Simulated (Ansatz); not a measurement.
C4H8Si, SMILES `CCC1=C[SiH2]1`, relaxed with RKS PBE0-D4/def2-TZVP in Ansatz 0.2.0 from a PBE-D4/def2-SVP geometry. The force threshold is 0.005 eV/Å; the program also tests the step.

Total charge 0; spin multiplicity 1.

Start:

```xyz
13

C    -0.432   -0.226   -1.898
C    -0.450   -0.862   -0.507
C     0.106    0.006    0.571
C     0.652    1.233    0.695
Si    0.564    0.383    2.319
H    -0.851   -0.912   -2.661
H    -1.029    0.709   -1.918
H     0.601    0.035   -2.206
H     0.116   -1.821   -0.503
H    -1.484   -1.154   -0.217
H     0.897    2.072    0.023
H     1.783   -0.215    2.960
H    -0.472    0.752    3.342
```

```csv
step,energy (eV),largest force (eV/Å),largest move (Å)
1,-12147.6051,0.742,0.000
2,-12147.6617,0.401,0.031
3,-12147.6700,0.055,0.016
4,-12147.6702,0.031,0.005
5,-12147.6704,0.012,0.010
6,-12147.6704,0.005,0.004
```

End:

```xyz
13

C    -0.421   -0.216   -1.874
C    -0.450   -0.862   -0.500
C     0.100   -0.005    0.576
C     0.636    1.211    0.686
Si    0.561    0.386    2.287
H    -0.835   -0.884   -2.632
H    -1.004    0.708   -1.885
H     0.602    0.034   -2.167
H     0.108   -1.806   -0.504
H    -1.474   -1.141   -0.226
H     0.864    2.023    0.006
H     1.768   -0.197    2.926
H    -0.454    0.748    3.308
```

Hardware: 4 threads of an Arm Neoverse V1 on a shared host. Wall time 24 s, peak host memory 0.55 GiB.
